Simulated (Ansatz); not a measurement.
Stepwise reaction of `[Br][InH][Br]` with hydrogen, as a gas-phase model of exchange steps in deposition or etching. ΔE in kJ/mol; ΔG adds harmonic PBE0-D4 terms to CCSD(T)/CBS, at 1 bar.

Calculated with Ansatz (gas phase, PBE0-D4/def2-TZVP geometries, no zero-point term in ΔE). CCSD(T)/CBS adds triple-zeta CCSD(T) − MP2 to the extrapolated MP2 energy (def2 sets, frozen cores). This one scheme is used for every species. Functionals use def2-TZVPP. B3LYP here is the variant with VWN-RPA as its local correlation; programs differ in this. def2 core potentials past Kr. For Br, In outer-core shells are correlated without core-valence functions, which leaves a few kJ/mol of doubt a bond. Scalar relativity is left out up to krypton.

```tsv
step	reaction	PBE-D4	B3LYP-D4	ωB97M-V	CCSD(T)/CBS	ΔG(600 K)
1	`[Br][InH][Br]` + H₂ → `[Br][InH2]` + HBr	112.6	114.9	112.0	120.6	109.6
```

Question: Give the row of step 2, `[Br][InH2]` + H₂ → `[InH3]` + HBr. (Best estimate.)

Answer: The calculation gave: 
```csv
step,reaction,PBE-D4,B3LYP-D4,ωB97M-V,CCSD(T)/CBS,ΔG(600 K)
2,`[Br][InH2]` + H₂ → `[InH3]` + HBr,129.6,131.3,128.4,137.2,131.0
```

Question: By hand: ΔE of the 2 steps together at CCSD(T)/CBS.

Answer: (120.6) + (137.2) = 257.8 kJ/mol, or 128.9 kJ/mol a step.

In ΔE each step is higher than the one before. All are uphill at CCSD(T)/CBS. ΔG lies between 109.6 and 131.0 kJ/mol a step. PBE-D4 differs from CCSD(T)/CBS by -8.0 to -7.6 kJ/mol a step. Isolated molecules leave out the surface, adducts and barriers. Largest T1 diagnostic: 0.014.
